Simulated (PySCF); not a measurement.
# UHF on Al²⁺ (aluminium, charge +2)

Configuration: [Ne] 3s1, 2S determinant. Calculation: PySCF 2.14, in Sapporo-DZP-2012; scalar relativity by spin-free X2C-1e.

* Total energy: -241.398076 hartree
* One-electron energy: -327.7921 hartree
* Hartree (Coulomb) energy: 104.0854 hartree
* Exchange energy: -17.6914 hartree
* ⟨S²⟩: 0.7500
* ⟨L²⟩: 0.000
* Sum of ⟨r⟩: 7.316 bohr
* Sum of ⟨r²⟩: 9.385 bohr²
* Langevin diamagnetic susceptibility: -7.43 ×10⁻⁶ cm³/mol
* Time after the integrals: 0.05 s of wall time on 1 thread of AMD EPYC 7B13 (shared host)

```json
{"shell": "1s α", "electrons": "1", "mean orbital energy (eV)": "-1616.4", "rms radius, mean of both spins (bohr)": "0.139"}
{"shell": "1s β", "electrons": "1", "mean orbital energy (eV)": "-1616.1", "rms radius, mean of both spins (bohr)": "0.139"}
{"shell": "2s α", "electrons": "1", "mean orbital energy (eV)": "-154.80", "rms radius, mean of both spins (bohr)": "0.676"}
{"shell": "2s β", "electrons": "1", "mean orbital energy (eV)": "-154.07", "rms radius, mean of both spins (bohr)": "0.676"}
{"shell": "2p α", "electrons": "3", "mean orbital energy (eV)": "-108.22", "rms radius, mean of both spins (bohr)": "0.672"}
{"shell": "2p β", "electrons": "3", "mean orbital energy (eV)": "-107.93", "rms radius, mean of both spins (bohr)": "0.672"}
{"shell": "3s α", "electrons": "1", "mean orbital energy (eV)": "-28.089", "rms radius, mean of both spins (bohr)": "2.39"}
```

Densities and radii are taken from the X2C orbitals without a picture-change correction, which distorts them close to the nucleus.
